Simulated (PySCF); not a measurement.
C₆H₁₁F₃Ge.
Numbering: `[CH3:1][C@@H:2]1[CH2:3][GeH2:4][CH2:5][C@@H:6]1[C:7]([F:8])([F:9])[F:10]` (hydrogens: H11, H12, H13 on C1; H14 on C2; H15, H16 on C3; H17, H18 on Ge4; H19, H20 on C5; H21 on C6)

Computed with PBE0-D3(BJ)/def2-SVP geometry optimisation, gas phase in PySCF.

Q: Give the optimised bond lengths and angles.

A: 
```csv
bond,length (Å),order
C1–C2,1.524,single
C2–C3,1.538,single
C3–Ge4,1.967,single
Ge4–C5,1.977,single
C5–C6,1.537,single
C6–C7,1.517,single
"C7–F8, C7–F9, C7–F10",1.340,single
C2–C6,1.551,single
"C1–H11, C1–H12, C1–H13",1.100,single
C2–H14,1.106,single
C3–H15,1.101,single
C3–H16,1.100,single
Ge4–H17,1.542,single
Ge4–H18,1.537,single
C5–H19,1.100,single
C5–H20,1.098,single
C6–H21,1.103,single
```

Bonds in one row agree within 0.01 Å and their mean is given. Orders are formal, as drawn. A selection of angles:
```csv
angle,degrees
C1–C2–C3,113.0
C1–C2–C6,116.0
C3–C2–C6,110.5
C2–C3–Ge4,104.0
C3–Ge4–C5,92.8
Ge4–C5–C6,104.4
C5–C6–C7,110.1
C2–C6–C5,108.6
C2–C6–C7,115.1
C6–C7–F8,112.5
C6–C7–F10,112.6
F8–C7–F9,106.7
```

Dihedral angles: C1–C2–C3–Ge4 -167° (antiperiplanar); C2–C3–Ge4–C5 11° (synperiplanar); C3–Ge4–C5–C6 14° (synperiplanar); Ge4–C5–C6–C7 90°; C5–C6–C7–F8 -62° (synclinal); C1–C2–C6–C5 180° (antiperiplanar).

The C–C distances run from 1.517 Å (C6–C7, drawn single) to 1.551 Å (C2–C6, drawn single), a spread of 0.034 Å. The 5-membered ring C2–C3–Ge4–C5–C6 has internal angles of 92.8° to 110.5°; it is puckered, 0.19 Å rms from its mean plane, widest ring torsion 50°. Of the pairs four or more bonds apart, C1···F10 is among the closest relative to their van der Waals radii: 2.86 Å, 90 % of the sum of Bondi's values. Ge4 (germanium bonded to 2 C and 2 H) has angles from 92.8° to 114.5°.

Point group: C1 (no symmetry element, even within 0.4 Å). No PBE0-D3(BJ)/def2-SVP frequencies stand behind this structure, so it isn't proved a minimum. The numbers are those of one conformer.
